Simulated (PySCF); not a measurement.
Al(Cl)2(Et) (C2H5AlCl2), SMILES C[CH2][Al]([Cl])[Cl].

The structure is a stationary point at PBE-D3(BJ)/def2-SVP. The structure was generated by enumeration; whether it is a known compound was not checked. Other conformers were not sampled.

All values below come from PBE-D3(BJ)/def2-SVP (PySCF 2.14.0).

Frequencies are harmonic and unscaled.

| mode | ν (cm⁻¹) | IR (km/mol) | moving atoms (share of kinetic energy) |
|---|---|---|---|
| 1 | 17 | 0.3 | H 51 %, C 38 %, Cl 9 % |
| 2 | 88 | 1.0 | Cl 40 %, C 34 %, H 17 %, Al 8 % |
| 3 | 135 | 7.3 | H 44 %, Al 43 %, Cl 11 % |
| 4 | 144 | 8.5 | Cl 70 %, Al 14 %, C 13 % |
| 5 | 236 | 7.6 | H 60 %, Al 28 %, C 9 % |
| 6 | 264 | 2.8 | C 50 %, Cl 26 %, H 17 % |
| 7 | 409 | 17.3 | Cl 55 %, C 28 %, H 9 %, Al 8 % |
| 8 | 580 | 33.3 | H 73 %, C 21 % |
| 9 | 591 | 152.1 | Al 68 %, Cl 30 % |
| 10 | 645 | 91.7 | Al 52 %, C 30 %, H 12 % |
| 11 | 899 | 1.3 | H 92 % |
| 12 | 932 | 8.1 | H 86 %, C 14 % |
| 13 | 1021 | 17.0 | C 75 %, H 25 % |
| 14 | 1170 | 0.3 | H 61 %, C 39 % |
| 15 | 1195 | 2.1 | H 77 %, C 23 % |
| 16 | 1348 | 4.7 | H 84 %, C 16 % |
| 17 | 1371 | 3.1 | H 89 %, C 11 % |
| 18 | 1421 | 4.2 | H 97 % |
| 19 | 1429 | 7.7 | H 97 % |
| 20 | 2958 | 11.7 | H 95 % |
| 21 | 2967 | 30.6 | H 97 % |
| 22 | 3002 | 2.5 | H 91 %, C 9 % |
| 23 | 3047 | 16.3 | H 91 %, C 9 % |
| 24 | 3059 | 15.1 | H 91 %, C 9 % |
